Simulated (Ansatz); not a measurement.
Ansatz (a quantum-chemistry and plane-wave program) input:
A basis named .json is the Basis Set Exchange file of that set.

Ansatz 0.2 input:
```yaml
crystal:
  periodic: [false, false, false]
  atoms:
    - {symbol: C, position_ang: [-0.12349953, -1.81565076, 0.05312441]}
    - {symbol: C, position_ang: [0.95093888, -1.26782415, -0.92485964]}
    - {symbol: C, position_ang: [1.72767343, -0.13896395, -0.33932303]}
    - {symbol: C, position_ang: [1.19915119, 1.22918436, -0.29167495]}
    - {symbol: S, position_ang: [-0.27498717, 1.36853235, 0.85136830]}
    - {symbol: C, position_ang: [-1.46709375, 0.42417833, -0.15075173]}
    - {symbol: C, position_ang: [-1.47911204, -1.09788853, 0.02708825]}
    - {symbol: H, position_ang: [0.28869368, -1.77433380, 1.06279249]}
    - {symbol: H, position_ang: [-0.29852023, -2.87201446, -0.16624616]}
    - {symbol: H, position_ang: [0.47284614, -0.96802686, -1.86386115]}
    - {symbol: H, position_ang: [1.63675199, -2.08274942, -1.16823269]}
    - {symbol: H, position_ang: [2.50737260, -0.39619622, 0.36943924]}
    - {symbol: H, position_ang: [1.92237123, 1.94238032, 0.10036691]}
    - {symbol: H, position_ang: [0.84744984, 1.58449557, -1.26300582]}
    - {symbol: H, position_ang: [-2.44957629, 0.82488391, 0.10147521]}
    - {symbol: H, position_ang: [-1.28016389, 0.69130871, -1.19251854]}
    - {symbol: H, position_ang: [-2.08364176, -1.50190621, -0.79255788]}
    - {symbol: H, position_ang: [-2.01213774, -1.34257109, 0.94883555]}
basis:
  gaussian:
    orbitals: cc-pV_Q+d_Z.json
hamiltonian:
  xc: pbe
magnetization: {spin_polarized: true, initial_magnetization: 1}
correlation: {method: rpa, electrons: outside_noble_gas}
```

What final total energy does it print?

-633.26432 Eh (RPA@PBE/cc-pV(Q+d)Z). The basis has 724 functions.

It need not be the lowest isomer of its formula.
